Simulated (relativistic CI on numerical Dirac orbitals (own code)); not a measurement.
What each ingredient does to the levels of Ir²⁵⁺

Base calculation: Dirac-Coulomb-Breit CI, KLI orbitals optimised for each configuration, a model potential for QED, unscaled Slater integrals.

Configuration list (outside the closed core [Ar] 3d10 4p6 4d10): 4s2 4f6, 4s2 4f5 5s, 4s2 4f4 5s2, 4s 4f7, 4s2 4f5 6s, 4f8. Levels of other configurations are missing.

Variants: (1) P86 correlation estimate; (2) configuration mixing switched off; (3) one mean potential for all configurations. Shifts of the energy above 4s2 4f6 7F_0, in cm⁻¹, for the lowest level and the first level of each name with at least 55 % of one term (blank where a level changes its place among those of its configuration and J or its character, or is not in the variant):

| Level | Base | Δ(1) | Δ(2) | Δ(3) |
| --- | --- | --- | --- | --- |
| 4s2 4f6 7F_0 | 0.0 | 0.0 | 0.0 | 0.0 |
| 4s2 4f6 7F_1 | 9950.5 | -0.1 | -28.7 | -529.4 |
| 4s2 4f6 7F_2 | 19442.8 | -0.1 | -44.7 | -864.0 |
| 4s2 4f6 7F_3 | 27601.5 | -0.1 | -52.5 | -1050.6 |
| 4s2 4f6 7F_4 | 34511.0 | -0.1 | -55.0 | -1146.2 |
| 4s2 4f6 7F_5 | 40054.7 | -0.1 | -52.4 | -1159.2 |
| 4s2 4f6 7F_6 | 43289.7 | -0.1 | -40.1 | -995.4 |
| 4s2 4f6 5D_2 | 79260.0 | 0.0 | -6.6 | -606.3 |
| 4s2 4f6 5L_7 | 83709.4 | -0.1 | -44.1 | -271.0 |
| 4s2 4f6 5L_8 | 92415.8 | -0.1 | -52.3 | -467.1 |
| 4s2 4f6 5D_3 | 93232.1 | 0.0 | -11.8 | -481.3 |
| 4s2 4f6 5L_10 | 95293.8 | -0.1 | -42.3 | -348.9 |
| 4s2 4f6 5L_9 | 97572.1 | -0.1 | -56.0 | -576.9 |
| 4s2 4f6 5F_1 | 113950.5 | 0.0 | -3.5 | -218.2 |
| 4s2 4f6 3P_1 | 130623.1 | +0.1 | +41.0 | -293.8 |
| 4s2 4f6 3O_11 | 133068.6 | -0.2 | -69.2 | -334.2 |
| 4s2 4f6 3O_12 | 136251.8 | -0.2 | -69.1 | -354.1 |
| 4s2 4f6 5K_9 | 138783.3 | -0.1 | -52.4 | -394.8 |

At this charge energies of transitions that change n are usually good to better than 1 %, and those within a shell (Δn = 0) to a few per cent. Terms inside the open d or f shell come out 10 to 20 % too wide with unscaled integrals.

Ionisation energy from the two ground configurations alone: base 799.835 eV; P86 correlation estimate 801.867 eV. The NIST ASD value (theoretical) is 820 eV. The gap of more than 2 % comes from missing correlation, or from a tabulated value that is itself an estimate.

LS names give the leading component of a level, which can be under half, so a name can repeat, a term be missing and a line seem to break the LS rules.
